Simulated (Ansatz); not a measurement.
A short molecular-dynamics run on (ClBe-mu-Cl)2 (Be2Cl4).

```yaml
crystal:
  periodic: [false, false, false]
  atoms:
    - {symbol: Be, position_ang: [1.303057, 0.048877, 0.164307]}
    - {symbol: Cl, position_ang: [3.123501, 0.114515, 0.392647]}
    - {symbol: Cl, position_ang: [-0.147372, -0.693197, 1.374435]}
    - {symbol: Be, position_ang: [-1.303121, -0.048098, -0.163930]}
    - {symbol: Cl, position_ang: [-3.123167, -0.117803, -0.394265]}
    - {symbol: Cl, position_ang: [0.147101, 0.695706, -1.373194]}
basis:
  gaussian: {orbitals: "6-31G*"}
hamiltonian: {xc: {name: r2SCAN}}
md: {timestep: 1 fs, n_steps: 15, ensemble: nve, temperature: 1000, initial_velocities: maxwell_boltzmann, seed: 868}
scf: {omitted_lower_state_checks: [starts]}
```

```sh
$ ansatz run in.yaml --threads 4 --pin off --events-out ev --progress --plain --max-ram 3916MiB
```

| step | time (fs) | potential energy (eV) | kinetic (eV) | T (K) | conserved (eV) |
| --- | --- | --- | --- | --- | --- |
| 0 | 0.0 | -50896.7861 | 0.5170 | 1000 | -50896.2691 |
| 1 | 1.0 | -50896.7843 | 0.5152 | 997 | -50896.2691 |
| 2 | 2.0 | -50896.7749 | 0.5059 | 978 | -50896.2690 |
| 3 | 3.0 | -50896.7586 | 0.4896 | 947 | -50896.2690 |
| 4 | 4.0 | -50896.7364 | 0.4675 | 904 | -50896.2689 |
| 5 | 5.0 | -50896.7096 | 0.4408 | 853 | -50896.2688 |
| 6 | 6.0 | -50896.6799 | 0.4112 | 795 | -50896.2687 |
| 7 | 7.0 | -50896.6489 | 0.3803 | 736 | -50896.2686 |
| 8 | 8.0 | -50896.6181 | 0.3497 | 676 | -50896.2685 |
| 9 | 9.0 | -50896.5892 | 0.3208 | 621 | -50896.2684 |
| 10 | 10.0 | -50896.5634 | 0.2951 | 571 | -50896.2683 |
| 11 | 11.0 | -50896.5417 | 0.2734 | 529 | -50896.2683 |
| 12 | 12.0 | -50896.5248 | 0.2565 | 496 | -50896.2683 |
| 13 | 13.0 | -50896.5129 | 0.2446 | 473 | -50896.2683 |
| 14 | 14.0 | -50896.5057 | 0.2374 | 459 | -50896.2683 |
| 15 | 15.0 | -50896.5027 | 0.2343 | 453 | -50896.2684 |

Velocities are drawn at the set temperature; a run this short doesn't reach equilibrium.

The 6-31G sets use Cartesian d functions.

Frames (Å, forces in eV/Å):

```xyz
6
time=0.0 fs
Be    1.303    0.049    0.164   -0.217   -0.008   -0.027
Cl    3.124    0.115    0.393   -0.268   -0.009   -0.033
Cl   -0.147   -0.693    1.374    0.037    0.171   -0.339
Be   -1.303   -0.048   -0.164    0.217    0.008    0.027
Cl   -3.123   -0.118   -0.394    0.268    0.010    0.034
Cl    0.147    0.696   -1.373   -0.036   -0.171    0.338
6
time=1.0 fs
Be    1.292    0.048    0.173    0.116    0.001   -0.036
Cl    3.130    0.117    0.394   -0.536   -0.014   -0.064
Cl   -0.144   -0.696    1.372   -0.038    0.171   -0.296
Be   -1.305   -0.032   -0.166    0.200   -0.069    0.072
Cl   -3.123   -0.115   -0.397    0.247    0.021    0.042
Cl    0.141    0.690   -1.371    0.012   -0.110    0.281
6
time=2.0 fs
Be    1.281    0.048    0.181    0.431    0.015   -0.056
Cl    3.137    0.120    0.394   -0.781   -0.019   -0.089
Cl   -0.141   -0.699    1.370   -0.117    0.165   -0.244
Be   -1.307   -0.017   -0.168    0.171   -0.146    0.120
Cl   -3.123   -0.113   -0.399    0.229    0.031    0.051
Cl    0.134    0.684   -1.369    0.066   -0.047    0.219
6
time=3.0 fs
Be    1.271    0.048    0.190    0.724    0.033   -0.086
Cl    3.143    0.122    0.395   -1.000   -0.023   -0.109
Cl   -0.139   -0.702    1.368   -0.199    0.156   -0.185
Be   -1.308   -0.001   -0.170    0.132   -0.223    0.168
Cl   -3.123   -0.110   -0.402    0.215    0.041    0.060
Cl    0.128    0.678   -1.367    0.127    0.016    0.152
6
time=4.0 fs
Be    1.261    0.047    0.198    0.990    0.053   -0.125
Cl    3.149    0.125    0.396   -1.192   -0.027   -0.124
Cl   -0.136   -0.705    1.366   -0.281    0.142   -0.120
Be   -1.309    0.014   -0.172    0.084   -0.299    0.217
Cl   -3.123   -0.107   -0.404    0.204    0.051    0.069
Cl    0.122    0.671   -1.365    0.195    0.080    0.083
6
time=5.0 fs
Be    1.252    0.047    0.206    1.225    0.075   -0.172
Cl    3.154    0.128    0.397   -1.355   -0.030   -0.135
Cl   -0.133   -0.708    1.364   -0.363    0.125   -0.051
Be   -1.310    0.029   -0.174    0.030   -0.374    0.268
Cl   -3.122   -0.105   -0.407    0.193    0.061    0.078
Cl    0.116    0.665   -1.362    0.269    0.144    0.012
6
time=6.0 fs
Be    1.245    0.047    0.214    1.427    0.098   -0.224
Cl    3.160    0.130    0.398   -1.491   -0.032   -0.142
Cl   -0.130   -0.711    1.362   -0.441    0.106    0.020
Be   -1.312    0.043   -0.175   -0.027   -0.447    0.319
Cl   -3.122   -0.102   -0.409    0.183    0.070    0.088
Cl    0.110    0.659   -1.360    0.348    0.205   -0.060
6
time=7.0 fs
Be    1.239    0.046    0.222    1.593    0.120   -0.279
Cl    3.165    0.133    0.398   -1.600   -0.034   -0.146
Cl   -0.128   -0.714    1.359   -0.513    0.087    0.089
Be   -1.313    0.058   -0.176   -0.085   -0.517    0.369
Cl   -3.122   -0.099   -0.412    0.173    0.079    0.098
Cl    0.104    0.653   -1.358    0.432    0.265   -0.131
6
time=8.0 fs
Be    1.235    0.046    0.230    1.723    0.140   -0.334
Cl    3.169    0.135    0.399   -1.684   -0.035   -0.148
Cl   -0.125   -0.717    1.357   -0.578    0.069    0.156
Be   -1.314    0.071   -0.176   -0.142   -0.584    0.420
Cl   -3.121   -0.096   -0.414    0.160    0.088    0.107
Cl    0.098    0.648   -1.356    0.520    0.322   -0.201
6
time=9.0 fs
Be    1.233    0.047    0.237    1.815    0.157   -0.387
Cl    3.173    0.138    0.400   -1.744   -0.036   -0.147
Cl   -0.123   -0.720    1.355   -0.632    0.055    0.216
Be   -1.316    0.084   -0.176   -0.193   -0.647    0.469
Cl   -3.121   -0.094   -0.417    0.145    0.096    0.116
Cl    0.092    0.642   -1.354    0.609    0.375   -0.268
6
time=10.0 fs
Be    1.233    0.047    0.243    1.867    0.168   -0.435
Cl    3.177    0.140    0.400   -1.781   -0.035   -0.144
Cl   -0.121   -0.723    1.353   -0.674    0.045    0.268
Be   -1.317    0.096   -0.176   -0.235   -0.704    0.516
Cl   -3.120   -0.091   -0.419    0.125    0.102    0.125
Cl    0.086    0.636   -1.352    0.698    0.424   -0.330
6
time=11.0 fs
Be    1.234    0.047    0.250    1.877    0.173   -0.476
Cl    3.180    0.143    0.401   -1.796   -0.034   -0.140
Cl   -0.119   -0.725    1.351   -0.701    0.041    0.309
Be   -1.319    0.107   -0.175   -0.265   -0.757    0.560
Cl   -3.120   -0.088   -0.421    0.100    0.108    0.133
Cl    0.081    0.631   -1.350    0.785    0.469   -0.385
6
time=12.0 fs
Be    1.238    0.048    0.255    1.846    0.170   -0.509
Cl    3.182    0.146    0.401   -1.789   -0.032   -0.135
Cl   -0.117   -0.728    1.349   -0.713    0.044    0.340
Be   -1.321    0.118   -0.173   -0.282   -0.803    0.598
Cl   -3.119   -0.085   -0.424    0.070    0.113    0.140
Cl    0.076    0.625   -1.348    0.867    0.508   -0.433
6
time=13.0 fs
Be    1.244    0.049    0.261    1.773    0.159   -0.533
Cl    3.184    0.148    0.402   -1.759   -0.029   -0.128
Cl   -0.116   -0.731    1.347   -0.709    0.055    0.358
Be   -1.324    0.128   -0.171   -0.282   -0.842    0.630
Cl   -3.119   -0.082   -0.426    0.034    0.116    0.146
Cl    0.071    0.620   -1.346    0.943    0.541   -0.472
6
time=14.0 fs
Be    1.251    0.050    0.265    1.657    0.140   -0.547
Cl    3.186    0.151    0.402   -1.706   -0.025   -0.121
Cl   -0.114   -0.734    1.345   -0.689    0.073    0.364
Be   -1.327    0.137   -0.168   -0.264   -0.875    0.654
Cl   -3.118   -0.079   -0.428   -0.008    0.118    0.151
Cl    0.066    0.615   -1.345    1.011    0.569   -0.501
6
time=15.0 fs
Be    1.261    0.051    0.269    1.501    0.114   -0.554
Cl    3.187    0.153    0.403   -1.629   -0.020   -0.113
Cl   -0.113   -0.736    1.344   -0.656    0.098    0.360
Be   -1.330    0.145   -0.165   -0.229   -0.901    0.671
Cl   -3.118   -0.077   -0.430   -0.056    0.119    0.156
Cl    0.062    0.610   -1.343    1.069    0.591   -0.520
```

Run time 25 s (4 threads of Intel Xeon on a shared host).
